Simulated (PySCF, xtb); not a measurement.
Si(OH)3(NH2) (H5NO3Si), SMILES N[Si](O)(O)O.

GFN2-xTB run with xtb at its own geometry gives an orbital gap of 8.89 eV and a dipole moment of 1.93 D.

Coordinates come from a ωB97X-D3(BJ)/def2-SVP optimisation. A frequency run showed that this geometry is not a minimum. Other conformers were not sampled.

### Question
What does PBE/def2-TZVP run with PySCF give? (Estimate from the structure and the level; the computed values follow.)

### Answer
gap 5.91 eV (levels -6.38 and -0.47 eV), dipole 2.13 D.
